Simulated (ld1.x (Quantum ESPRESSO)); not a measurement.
## What one change does to a pseudopotential (gallium (Ga), TM)

* Element: Ga (Z = 31)
* Generator: ld1.x (Quantum ESPRESSO) 7.5
* Type: norm-conserving Troullier–Martins (Kleinman–Bylander form)
* Functional: PBEsol
* Relativity: scalar-relativistic
* Frozen core: [Ne] 3s2
* Valence charge: 19
* Reference configuration: 3p6 3d10 4s1 4p0 (charge +2)
* Partial waves: 3p (bound): rc 0.70 bohr; 3d (bound): rc 1.25 bohr; 4s (bound): rc 1.40 bohr
* Local potential: the s channel
* Core correction: a·sin(br)/r model core, default radius (core density twice the valence density)

Change: all radii but the core radius scaled by about 0.78 (s 1.10, p 0.54, d 0.98 bohr).

Cutoffs: the cutoffs (Ry, on a coarse ladder) from which the occupation-weighted sum of valence levels, in a spherical-Bessel basis at the reference potential, stays within 10 and 1 mRy of its value at 400 Ry; they do not see the model core or the augmentation charge, which bear on the density cutoff. Errors are all-electron minus pseudo energies relative to the spin-unpolarised reference configuration.

Problem. What does the change do?

Solution. A bound ghost appears in s, which as a rule spoils a file; of the 7 tests that both files solve, the error grows in 1 and shrinks in 5 by more than 15 % and 0.3 meV (median size 914.1 → 633.2 meV).

| quantity | base | changed |
| --- | --- | --- |
| cutoff, loose | 230 Ry | over 300 Ry |
| cutoff, tight | over 300 Ry | over 300 Ry |
| loose cutoff by channel (10 mRy a level) | p 180 Ry, d 160 Ry, s 35 Ry | p 160 Ry, d 200 Ry, s 160 Ry |
| bound ghosts | none | s (extra level of the local part) |
| error for 3p6 3d10 4s2 4p1, meV [ΔE -26.82 eV] | -914 | -633 |
| error for 3p6 3d10 4s2 4p0, meV [ΔE -21.14 eV] | +0.7 | +28 |
| error for 3p6 3d10 4s0 4p0, meV [ΔE 31.12 eV] | -14 | -14 |
| error for 3p6 3d10 4s2 4p0.5, meV [ΔE -24.79 eV] | -577 | -388 |
| error for 3p6 3d10 4s1 4p1, meV [ΔE -13.73 eV] | -1570 | -1134 |
| error for 3p6 3d9 4s2 4p2, meV [ΔE -6.49 eV] | -3472 | -2212 |
| error for 3p6 3d10 4s0 4p3, meV [ΔE -13.43 eV] | -3903 | -2816 |

Base: These tests converged, but a pseudo level misses the all-electron one widely, so the file describes the atom poorly there or has found another state: 3p6 3d10 4s0 4p0: empty 4p by 3.0 eV; 3p6 3d9 4s2 4p2: 3d by 3.1 eV (a node warning on the way); 3p6 3d10 4s0 4p3: 3d by 2.9 eV. Changed file: These tests converged, but a pseudo level misses the all-electron one widely, so the file describes the atom poorly there or has found another state: 3p6 3d10 4s0 4p3: 3d by 2.2 eV. A true bound ghost makes a file unfit for plane-wave use even where its test errors are small: the radial tests pick states by their node count and pass the ghost by.
